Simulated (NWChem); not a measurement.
System: GeH3OBr; SMILES [OH][GeH2][Br]

```xyz
6

Ge    -0.3658    -0.9201    -0.0002
O      1.1588    -1.8500    -0.0603
Br     0.0850     1.3825    -0.0066
H     -1.0991    -1.2755    -1.3024
H     -1.1522    -1.1903     1.3036
H      1.7110    -1.6774     0.7191
```
Atoms are numbered in this order, from 1.

Results from NWChem. Pople sets run with spherical d functions. The geometry was optimised at B3LYP/6-31G* (spherical d). LC-ωPBE (HJS hole) with 6-31G*; x = 1 − exp(−ω/0.25 bohr⁻¹) is a scale chosen for this fit.

```
row           x  −ε(HOMO) (eV)
--------  -----  -------------
ω = 0.15  0.451           9.00
ω = 0.25  0.632       withheld
ω = 0.35  0.753          10.72
ω = 0.60  0.909          11.69
ω = 0.80  0.959          12.01
```

Problem. Fit a straight line of the last column on the one before it, predict the withheld value, and compare with the run.

Solution. 
1. Means of the 4 shown rows: x = 0.7680, y = 10.855. Slope Σ(x − x̄)(y − ȳ)/Σ(x − x̄)² = 0.9284/0.1571 = 5.911; intercept 6.315.
2. The shown rows scatter about the line by 0.028 (root mean square); the largest residual is -0.05, at ω = 0.35.
3. At x = 0.632 (ω = 0.25; inside the shown range) the line gives 10.05.
4. The run gives 10.01, -0.04 from the line, 1.4 times the scatter.
